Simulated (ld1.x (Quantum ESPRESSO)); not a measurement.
# Zn: excitation energies, all-electron against RRKJ

zinc, norm-conserving RRKJ (Kleinman–Bylander form), made with ld1.x (Quantum ESPRESSO) 7.5 (revPBE, fully relativistic). Core [Ne] 3s2, reference 3p6 3d10 4s2 4p0. Waves: 4s (bound): rc 1.90 bohr; 3p (bound): rc 0.70 bohr; 3d (bound): rc 1.40 bohr. Local part: the d channel. Core correction: none. rho0 = 0.001.

Open shells are filled in proportion to 2j + 1 (rel_dist='average').

Energies are relative to the spin-unpolarised reference configuration 3p6 3d10 4s2 4p0; without spin polarisation the order of configurations can differ from experiment. The d channel is local and has no spin–orbit splitting in the pseudo-atom. The frozen-core shift is the all-electron ΔE with the core orbitals held at their reference shape minus the fully relaxed ΔE.

Problem. Give the all-electron excitation energy and the error of the potential for: 3p6 3d10 4s1 4p0; 3p6 3d10 4s0 4p0; 3p6 3d9 4s0 4p0; 3p6 3d9 4s2 4p0; 3p5 3d10 4s2 4p0; 3p6 3d8 4s0 4p0; 3p6 3d10 4s1 4p1.

Solution.

| valence configuration | charge | ΔE all-electron (eV) | error AE − PS (meV) | frozen-core shift (meV) |
| --- | --- | --- | --- | --- |
| 3p6 3d10 4s1 4p0 | +1 | 9.776 | -3.7 | +0.3 |
| 3p6 3d10 4s0 4p0 | +2 | 28.040 | -24 | +1.3 |
| 3p6 3d9 4s0 4p0 | +3 | 68.450 | +14 | +19 |
| 3p6 3d9 4s2 4p0 | +1 | 17.834 | -81 | +17 |
| 3p5 3d10 4s2 4p0 | +1 | 92.043 | -368 | +30 |
| 3p6 3d8 4s0 4p0 | +4 | 130.151 | -16 | +127 |
| 3p6 3d10 4s1 4p1 | 0 | 5.055 | -239 | +0.1 |

These tests converged, but a pseudo level misses the all-electron one widely, so the file describes the atom poorly there or has found another state: 3p6 3d8 4s0 4p0: empty 4s by 10.4 eV. ld1.x printed “convergence not achieved” for 2 of the counted tests; their residual had stalled under 1e-8, short of the target of 1e-14.

Note: ghost state, extra bound levels that the all-electron valence spectrum of the same l lacks: s at -280.8 eV. A true bound ghost makes a file unfit for plane-wave use.
